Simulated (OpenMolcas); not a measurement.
# S: thermal populations, worked from levels

```yaml
Program: OpenMolcas
Basis: ANO-RCC-VTZP [5s4p2d1f]
Scalar_Hamiltonian: DKH2, point nucleus
Active_space: 6 electrons in 9 orbitals (RAS2 3s 3p; RAS3 3d, at most 2 electrons)
State_averaging: 2S+1 = 3 even, 3 roots; 2S+1 = 1 even, 6 roots; 2S+1 = 3 odd, 3 roots
Spin-orbit_coupling: RASSI with atomic mean-field integrals over the reference wave functions, term energies averaged over their components
```

Methods: RASSCF; SS-RASPT2, IPEA 0.25 Eh, imaginary shift 0.1 Eh (closed shells correlated: 2s 2p). Measured levels: NIST Handbook of Basic Atomic Spectroscopic Data.

**Thermal populations.** Z = Σ (2J + 1) exp(-E/kT) with k = 0.695035 cm-1/K, over the levels below. No other level of either list lies under 52600 cm-1, which is above 7 kT at each temperature.

| Level | 2J + 1 | SS-RASPT2 | measured |
| --- | --- | --- | --- |
| 3s2 3p4 3P2 | 5 | 0.0 | 0.0 |
| 3s2 3p4 3P1 | 3 | 357 | 396 |
| 3s2 3p4 3P0 | 1 | 521 | 574 |
| 3s2 3p4 1D2 | 5 | 9640 | 9239 |
| 3s2 3p4 1S0 | 1 | 22630 | 22180 |

```csv
T (K),"Z, SS-RASPT2","Z, measured levels","Ground level (%), SS-RASPT2","Ground level (%), measured levels"
3000,8.356,8.300,59.8,60.2
5000,8.881,8.877,56.3,56.3
8000,9.624,9.663,52.0,51.7
```

At 8000 K, kT = 5560 cm-1, and the computed levels give Z = 5.000 + 2.813 + 0.911 + 0.883 + 0.017 = 9.624.

CASPT2 breaks the degeneracy within a term, and the mean is taken; among the terms shown or strongly mixed into the levels shown the widest spread is 28 cm-1 (3s2 3p4 1D, SS-RASPT2). Active for correlation alone: 3d; no level in the range computed is led by a configuration that fills it, so any true level of that kind is missing. Without dynamic correlation excited terms often stand tens of per cent too high (terms of higher spin than the ground term too low), and those without a measured partner can miss by more than the paired ones (holds for RASSCF). Computed and measured levels are paired by configuration, term and J; levels that our copy of the source lacks, or whose pairing is in doubt (as where it misses far off the trend of its configuration), stay unpaired and out of the deviations. Levels of configurations outside the active space are missing.
